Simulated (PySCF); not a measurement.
Pr²⁺: excitation energy

Pr²⁺ [Xe] 4f3 (high-spin determinant) → Pr²⁺ [Xe] 4f2 6p1 (high-spin determinant), as a difference of total energies. Computed with PySCF 2.14 in x2c-TZVPPall (11s7p7d4f2g, 113 functions), with the spin-free X2C one-electron Hamiltonian (Gaussian nucleus). Correlated levels: valence: [Kr] 4d10 frozen; valence and next inner shell: [Ar] 3d10 frozen. The calculations carry no spin-orbit coupling.

```
                                method  excitation energy (eV)
                                   UHF                   5.865
                                   LDA                   8.213
                                   PBE                   8.036
                                  PBE0                   7.696
                                r2SCAN                   8.284
                         MP2 (valence)                   6.741
                     SCS-MP2 (valence)                   6.468
    MP2 (valence and next inner shell)                   6.857
SCS-MP2 (valence and next inner shell)                   6.599
```

Task: How much does correlation contribute at MP2 (valence and next inner shell)?

Result: 6.857 − (5.865) = 0.992 eV, measured against UHF.

A first-order spin-orbit estimate (lowest level to lowest level, LS coupling) adds -0.099 eV.

The basis was made for the ground configuration and has no added diffuse functions, so the excitation energy can come out too high.

The determinant of the upper state and of the lower state mixes LS terms, which raises its energy above the lowest term, most at the Hartree-Fock and MP2 levels.
